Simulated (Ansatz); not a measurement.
One geometry of the cluster Sn₃, several levels of theory.

```yaml
crystal:
  periodic: [false, false, false]
  atoms:
    - {symbol: Sn, position_ang: [-0.395604, 1.561398, -0.859139]}
    - {symbol: Sn, position_ang: [1.086024, -0.660719, -0.570758]}
    - {symbol: Sn, position_ang: [-0.690421, -0.900679, 1.429897]}
basis:
  gaussian: {orbitals: def2-SVP, initial_orbitals: start.molden}
hamiltonian: {xc: pbe0, dispersion: d4}
scf: {omitted_lower_state_checks: [starts]}
output: {orbitals: {seedname: orbitals}}
```

The file start.molden holds the orbitals of an earlier run on this structure, at another level or in another basis.

```sh
$ ansatz run in.yaml --threads 4 --pin off --events-out ev --progress --plain --max-ram 3916MiB
```

It prints (some lines left out):

```
Functional definition: PBE0
1026 factors; integrals over basis functions are off by at most 1.8e-4 eV
mean field evaluation 1: about -17495.3157 eV, gradient 3.3e1 eV
mean field evaluation 2: about -17495.4395 eV, gradient 1.7e-1 eV
mean field evaluation 4: about -17495.4392 eV, gradient 2.0e-4 eV
mean field evaluation 8: about -17495.4392 eV, gradient 3.3e-5 eV
mean field -17495.43918550 eV, -642.9455312325 hartree, gradient 3.3e-5 eV, S^2 0.000000; 0 other end points of the search recorded, 0 dependent functions left out
reference -17495.43920553 eV, -642.9455319687 hartree; 33, 33 occupied and 45, 45 virtual orbitals, 1026 factors
Total energy: -17495.58490794 eV, -642.9508864333 hartree
Checks for a lower state left out: starts
```

Run time 1.1 s (4 threads of Arm Neoverse V1 on a shared host).

As the first input, with `gaussian: {orbitals: def2-TZVP, initial_orbitals: start.molden}`, `hamiltonian: {xc: {name: BHLYP}, dispersion: d4}` (abridged; 2.2 s):

```
Functional definition: BHLYP
mean field -17489.41860108 eV, -642.7242788359 hartree, gradient 1.5e-5 eV, S^2 0.000000
Total energy: -17489.81277623 eV, -642.7387645055 hartree
Checks for a lower state left out: starts
```

As the first input, with `gaussian: {orbitals: def2-TZVP, initial_orbitals: start.molden}`, `correlation: {method: mp2}` and without the key `hamiltonian` (abridged; 2.6 s):

```
Functional definition: HF
mean field -17417.27978964 eV, -640.0732264132 hartree, gradient 2.8e-6 eV, S^2 0.000000; unrestricted orbitals would lower it
mean field evaluation 16: about -17417.5488 eV, gradient 8.3e-1 eV
12 core orbitals not correlated: weight in the atoms' cores, before any rotation towards them, 1.000 or more for the frozen orbitals, at most 0.000 for the correlated occupied ones
second order -25.54013279 eV of doubles, -0.00000000 eV of singles
Total energy: -17442.81992243 eV, -641.0118089813 hartree
Checks for a lower state left out: starts
```

Geometry: PBE0-D4/def2-SVP.

In the def2 sets Sn takes a core potential; there is no spin–orbit coupling. Correlated methods freeze 12 core orbitals; core or outer-core shells of Sn are correlated, in sets that lack core-valence functions. The restricted singlet is unstable towards broken spin symmetry at other levels; at PBE0-D4/def2-SVP, BHLYP-D4/def2-TZVP this wasn't settled. At MP2/def2-TZVP the restricted singlet (for correlated methods, its reference) is unstable: a solution with broken spin symmetry lies lower. The geometry of the singlet was relaxed on an unsound state (restricted singlet, unstable towards broken spin symmetry at other levels and untested here). At PBE0-D4/def2-TZVP a triplet of charge 0 lies 0.21 eV below the restricted singlet, each at its own geometry. The structure comes from a short search, and lower isomers may exist.
